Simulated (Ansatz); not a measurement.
C2H10InOP, SMILES `[CH3][In-]([CH3])([OH])[PH3+]`. The species carries charge 0 and has multiplicity 1. In: def2 effective core potential.

Cartesian coordinates in Å:
```
C -1.1699 1.1768 1.7053
In -0.0424 -0.2942 0.6242
C 1.9590 -1.0751 0.7757
O -1.3101 -1.4890 -0.4440
P -0.1797 0.7914 -2.0127
H -1.2520 0.9001 2.7579
H -0.6951 2.1574 1.6455
H -2.1730 1.2368 1.2814
H 2.6883 -0.2654 0.8332
H 2.0579 -1.6872 1.6744
H 2.1879 -1.6949 -0.0926
H -0.9193 -2.3286 -0.6932
H 0.2585 1.8953 -2.7882
H 0.1412 -0.2128 -2.9488
H -1.5513 0.8893 -2.3180
```

(1) List the harmonic frequencies (cm⁻¹, unscaled) at PBE0-D4/def2-TZVP in Ansatz. (Best estimate.)

(2) Is this a minimum?

(3) Give the ideal-gas thermochemistry at 298.15 K and 1 bar (rigid rotor, harmonic oscillator; point group C1, symmetry number 1).

(4) Rotational constants (cm⁻¹)?

## Answers

(1) Ansatz gave: 57, 63, 69, 77, 104, 121, 126, 135, 165, 278, 301, 345, 487, 526, 533, 669, 673, 713, 735, 750, 985, 1110, 1122, 1190, 1192, 1450, 1451, 1454, 1456, 2419, 2478, 2493, 3056, 3059, 3145, 3148, 3152, 3157, 3896.

(2) Yes, all 39 modes are real.

(3) Zero-point energy 289.1 kJ/mol; H(298) − E = 323.1 kJ/mol; entropy 461.2 J/(mol·K), of which translation 174.7, rotation 120.0, vibration 166.6; G(298) − E = 185.6 kJ/mol. Modes under 100 cm⁻¹ are hindered rotations or soft bends, so the harmonic entropy is rough.

(4) 0.07901, 0.0486, 0.04274.
